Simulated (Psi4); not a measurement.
A run for Psi4: SAPT0/aug-cc-pVDZ on ClGeH5 (a complex), monomers drawn apart or pushed together.

```
memory 2025 MB

molecule dimer {
0 1
Cl   -0.83989672    0.82487983   -0.48125102
H    -1.07725066    0.21030440    0.62237952
--
0 1
Ge    0.16062255   -0.03546508    3.18820415
H     0.13293134    1.48804810    3.35997725
H    -1.04597392   -0.45918509    2.32508216
H     0.04559419   -0.72781566    4.55234218
H     1.44986339   -0.46670943    2.47884404
units angstrom
symmetry c1
no_reorient
no_com
}

set {
  basis aug-cc-pVDZ
  scf_type df
  freeze_core true
}

energy('sapt0')
```

Output:

```
[...]
==> Input File <==

--------------------------------------------------------------------------
memory 2025 MB

molecule dimer {
0 1
Cl   -0.83989672    0.82487983   -0.48125102
H    -1.07725066    0.21030440    0.62237952
--
0 1
Ge    0.16062255   -0.03546508    3.18820415
H     0.13293134    1.48804810    3.35997725
H    -1.04597392   -0.45918509    2.32508216
H     0.04559419   -0.72781566    4.55234218
H     1.44986339   -0.46670943    2.47884404
units angstrom
symmetry c1
no_reorient
no_com
}

set {
  basis aug-cc-pVDZ
  scf_type df
  freeze_core true
}

energy('sapt0')
--------------------------------------------------------------------------


   => Loading Basis Set <=

    Name: AUG-CC-PVDZ
    Role: ORBITAL
    Keyword: BASIS
    atoms 1      entry CL         line   768 file aug-cc-pvdz.gbs
    atoms 2, 4-7 entry H          line    40 file aug-cc-pvdz.gbs
    atoms 3      entry GE         line  2999 file aug-cc-pvdz.gbs

   => Loading Basis Set <=

    Name: AUG-CC-PVDZ
    Role: ORBITAL
    Keyword: BASIS
    atoms 1      entry CL         line   768 file aug-cc-pvdz.gbs
    atoms 2, 4-7 entry H          line    40 file aug-cc-pvdz.gbs
    atoms 3      entry GE         line  2999 file aug-cc-pvdz.gbs


  //>>>>>>>>>>>>>>>>>>>>>>>>>>>>>>>>>>>//
  //              Dimer HF             //
  //<<<<<<<<<<<<<<<<<<<<<<<<<<<<<<<<<<<//

   => Libint2 <=

    Primary   basis highest AM E, G, H:  7, 6, 3
    Auxiliary basis highest AM E, G, H:  7, 7, 4
    Onebody   basis highest AM E, G, H:  -, -, -
    Solid Harmonics ordering:            Gaussian


   => Loading Basis Set <=

    Name: AUG-CC-PVDZ
    Role: ORBITAL
    Keyword: BASIS
    atoms 1      entry CL         line   768 file aug-cc-pvdz.gbs
    atoms 2, 4-7 entry H          line    40 file aug-cc-pvdz.gbs
    atoms 3      entry GE         line  2999 file aug-cc-pvdz.gbs


         ---------------------------------------------------------
                                   SCF
               by Justin Turney, Rob Parrish, Andy Simmonett
                          and Daniel G. A. Smith
                              RHF Reference
                        1 Threads,   1931 MiB Core
         ---------------------------------------------------------

  ==> Geometry <==

    Molecular point group: c1
    Full point group: C1

    Geometry (in Angstrom), charge = 0, multiplicity = 1:

       Center              X                  Y                   Z               Mass
    ------------   -----------------  -----------------  -----------------  -----------------
         CL          -0.839896720000     0.824879830000    -0.481251020000    34.968852682000
         H           -1.077250660000     0.210304400000     0.622379520000     1.007825032230
         GE           0.160622550000    -0.035465080000     3.188204150000    73.921177761000
         H            0.132931340000     1.488048100000     3.359977250000     1.007825032230
         H           -1.045973920000    -0.459185090000     2.325082160000     1.007825032230
         H            0.045594190000    -0.727815660000     4.552342180000     1.007825032230
         H            1.449863390000    -0.466709430000     2.478844040000     1.007825032230

  Running in c1 symmetry.

  Rotational constants: A =      0.31380  B =      0.02077  C =      0.01964 [cm^-1]
  Rotational constants: A =   9407.58507  B =    622.59210  C =    588.79455 [MHz]
  Nuclear repulsion =  141.957128059133225

  Charge       = 0
  Multiplicity = 1
  Electrons    = 54
  Nalpha       = 27
  Nbeta        = 27

  ==> Algorithm <==

  SCF Algorithm Type is DF.
  DIIS enabled.
  MOM disabled.
  Fractional occupation disabled.
  Guess Type is SAD.
  Energy threshold   = 1.00e-08
  Density threshold  = 1.00e-08
  Integral threshold = 1.00e-12

  ==> Primary Basis <==

  Basis Set: AUG-CC-PVDZ
    Blend: AUG-CC-PVDZ
    Number of shells: 50
    Number of basis functions: 108
    Number of Cartesian functions: 113
    Spherical Harmonics?: true
    Max angular momentum: 2

   => Loading Basis Set <=

    Name: (AUG-CC-PVDZ AUX)
    Role: JKFIT
    Keyword: DF_BASIS_SCF
    atoms 1      entry CL         line   772 file aug-cc-pvdz-jkfit.gbs
    atoms 2, 4-7 entry H          line    70 file aug-cc-pvdz-jkfit.gbs
    atoms 3      entry GE         line  1047 file aug-cc-pvdz-jkfit.gbs

  ==> Integral Setup <==

  DFHelper Memory: AOs need 0.045 GiB; user supplied 1.414 GiB.
  SCF_SUBTYPE=INCORE selected. In-core MEM_DF algorithm will be used.
  Using in-core AOs.

  ==> MemDFJK: Density-Fitted J/K Matrices <==

    J tasked:                   Yes
    K tasked:                   Yes
    wK tasked:                   No
    OpenMP threads:               1
    Algorithm:                 Core
    Schwarz Cutoff:           1E-12
    Mask sparsity (%):       0.6859
    Fitting Condition:        1E-10

   => Auxiliary Basis Set <=

  Basis Set: (AUG-CC-PVDZ AUX)
    Blend: AUG-CC-PVDZ-JKFIT
    Number of shells: 152
    Number of basis funct
[...]
  100A      2.718450   101A      2.764509   102A      2.814447
     103A      3.518795   104A      8.048096   105A     23.928739
     106A     23.982933   107A     24.464059   108A    157.003370

    Final Occupation by Irrep:
              A
    DOCC [    18 ]
    NA   [    18 ]
    NB   [    18 ]

  @DF-RHF Final Energy: -2077.11556909895080

   => Energetics <=

    Nuclear Repulsion Energy =             45.3661053348210075
    One-Electron Energy =               -2986.3256927504776286
    Two-Electron Energy =                 863.8440183167057285
    Total Energy =                      -2077.1155690989508003

Computation Completed


Properties will be evaluated at   0.000000,   0.000000,   0.000000 [a0]

Properties computed using the SCF density matrix


 Multipole Moments:

 ------------------------------------------------------------------------------------
     Multipole            Electronic (a.u.)      Nuclear  (a.u.)        Total (a.u.)
 ------------------------------------------------------------------------------------

 L = 1.  Multiply by 2.5417464519 to convert [e a0] to [Debye]
 Dipole X            :        -10.7862363           10.8136490            0.0274127
 Dipole Y            :          2.4684999           -2.4576732            0.0108267
 Dipole Z            :       -216.8080899          216.8248672            0.0167773
 Magnitude           :                                                    0.0339139

 ------------------------------------------------------------------------------------

  Constructing Basis Sets for SAPT...

   => Loading Basis Set <=

    Name: (AUG-CC-PVDZ AUX)
    Role: RIFIT
    Keyword: DF_BASIS_SAPT
    atoms 1      entry CL         line   574 file aug-cc-pvdz-ri.gbs
    atoms 2, 4-7 entry H          line    30 file aug-cc-pvdz-ri.gbs
    atoms 3      entry GE         line   760 file aug-cc-pvdz-ri.gbs

   => Loading Basis Set <=

    Name: (AUG-CC-PVDZ AUX)
    Role: JKFIT
    Keyword: DF_BASIS_ELST
    atoms 1      entry CL         line   772 file aug-cc-pvdz-jkfit.gbs
    atoms 2, 4-7 entry H          line    70 file aug-cc-pvdz-jkfit.gbs
    atoms 3      entry GE         line  1047 file aug-cc-pvdz-jkfit.gbs


  //>>>>>>>>>>>>>>>>>>>>>>>>>>>>>>>>>>>//
  //               SAPT0               //
  //<<<<<<<<<<<<<<<<<<<<<<<<<<<<<<<<<<<//



        SAPT0
    Ed Hohenstein
     6 June 2009

      Orbital Information
  --------------------------
    NSO        =       108
    NMO        =       108
    NRI        =       337
    NRI (Elst) =       482
    NOCC A     =         9
    NOCC B     =        18
    FOCC A     =         5
    FOCC B     =         9
    NVIR A     =        99
    NVIR B     =        90

    Elst10,r            =    -0.003188270069 [Eh]
    Exch10              =     0.009691836729 [Eh]
    Exch10 (S^2)        =     0.009608995702 [Eh]

    Maxiter = 50
    CPHF R converge = 1.000000E-08

    Iter     Energy [mEh]          dE [mEh]         Residual      Time [s]
       1      -0.78602422       0.786024220     3.436110e-03             0
       2      -0.93268667       0.146662453     6.431808e-04             0
       3      -0.93269775       0.000011079     2.133267e-04             0
       4      -0.93014140      -0.002556357     5.811972e-05             0
       5      -0.93067879       0.000537390     1.541250e-05             0
       6      -0.93072046       0.000041679     3.934095e-06             0
       7      -0.93068422      -0.000036248     7.089931e-07             0
       8      -0.93068914       0.000004926     1.103148e-07             0
       9      -0.93068863      -0.000000511     2.010966e-08             0
      10      -0.93068866       0.000000031     4.442506e-09             0

    CHF Iterations converged

    Maxiter = 50
    CPHF R converge = 1.000000E-08

    Iter     Energy [mEh]          dE [mEh]         Residual      Time [s]
       1      -2.83152124       2.831521239     8.571649e-03             0
       2      -3.68794497       0.856423731     1.451731e-03             0
       3      -3.67274040      -0.015204574     3.846649e-04             0
       4      -3.66873879      -0.004001609     9.618631e-05             0
       5      -3.66953553       0.000796738     1.651131e-05             0
       6      -3.66974816       0.000212638     3.193656e-06             0
       7      -3.66968338      -0.000064785     4.568794e-07             0
       8      -3.66968947       0.000006093     5.762808e-08             0
       9      -3.66968899      -0.000000479     6.126432e-09             0

    CHF Iterations converged

    Ind20,r (A<-B)      =    -0.000930688662 [Eh]
    Ind20,r (B<-A)      =    -0.003669688993 [Eh]
    Ind20,r             =    -0.004600377655 [Eh]
    Exch-Ind20,r (A<-B) =     0.000814511513 [Eh]
    Exch-Ind20,r (B<-A) =     0.002137566043 [Eh]
    Exch-Ind20,r        =     0.002952077556 [Eh]
    Disp20              =    -0.004439034641 [Eh]
    Disp20 (SS)         =    -0.002219517320 [Eh]
    Disp20 (OS)         =    -0.002219517320 [Eh]
    Exch-Disp20         =     0.000513926550 [Eh]
    Exch-Disp20 (SS)    =     0.000319768389 [Eh]
    Exch-Disp20 (OS)    =     0.000194158161 [Eh]

    SAPT Results
  --------------------------------------------------------------------------------------------------------
    Electrostatics                 -3.18827007 [mEh]      -2.00066967 [kcal/mol]      -8.37080191 [kJ/mol]
      Elst10,r                     -3.18827007 [mEh]      -2.00066967 [kcal/mol]      -8.37080191 [kJ/mol]

    Exchange                        9.69183673 [mEh]       6.08171937 [kcal/mol]      25.44591383 [kJ/mol]
      Exch10                        9.69183673 [mEh]       6.08171937 [kcal/mol]      25.44591383 [kJ/mol]
      Exch10(S^2)                   9.60899570 [mEh]       6.02973584 [kcal/mol]      25.22841474 [kJ/mol]

    Induction                      -3.35188037 [mEh]      -2.10333669 [kcal/mol]      -8.80036070 [kJ/mol]
      Ind20,r                      -4.60037766 [mEh]      -2.88678056 [kcal/mol]     -12.07828987 [kJ/mol]
      Exch-Ind20,r                  2.95207756 [mEh]       1.85245663 [kcal/mol]       7.75067855 [kJ/mol]
      delta HF,r (2)               -1.70358027 [mEh]      -1.06901276 [kcal/mol]      -4.47274939 [kJ/mol]

    Dispersion                     -3.92510809 [mEh]      -2.46304251 [kcal/mol]     -10.30536987 [kJ/mol]
      Disp20                       -4.43903464 [mEh]      -2.78553629 [kcal/mol]     -11.65468384 [kJ/mol]
      Exch-Disp20                   0.51392655 [mEh]       0.32249378 [kcal/mol]       1.34931397 [kJ/mol]
      Disp20 (SS)                  -2.21951732 [mEh]      -1.39276815 [kcal/mol]      -5.82734192 [kJ/mol]
      Disp20 (OS)                  -2.21951732 [mEh]      -1.39276815 [kcal/mol]      -5.82734192 [kJ/mol]
      Exch-Disp20 (SS)              0.31976839 [mEh]       0.20065769 [kcal/mol]       0.83955179 [kJ/mol]
      Exch-Disp20 (OS)              0.19415816 [mEh]       0.12183609 [kcal/mol]       0.50976218 [kJ/mol]

  Total HF                          3.15168629 [mEh]       1.97771300 [kcal/mol]       8.27475121 [kJ/mol]
  Total SAPT0                      -0.77342180 [mEh]      -0.48532951 [kcal/mol]      -2.03061866 [kJ/mol]

  Special recipe for scaled SAPT0 (see Manual):
    Electrostatics sSAPT0          -3.18827007 [mEh]      -2.00066967 [kcal/mol]      -8.37080191 [kJ/mol]
    Exchange sSAPT0                 9.69183673 [mEh]       6.08171937 [kcal/mol]      25.44591383 [kJ/mol]
    Induction sSAPT0               -3.27486893 [mEh]      -2.05501128 [kcal/mol]      -8.59816719 [kJ/mol]
    Dispersion sSAPT0              -3.91170118 [mEh]      -2.45462955 [kcal/mol]     -10.27017005 [kJ/mol]
  Total sSAPT0                     -0.68300346 [mEh]      -0.42859114 [kcal/mol]      -1.79322533 [kJ/mol]
  --------------------------------------------------------------------------------------------------------



*** Psi4 exiting successfully. Buy a developer a beer!
```

The run finished.

Cost: about 6 core-seconds (a rough figure).
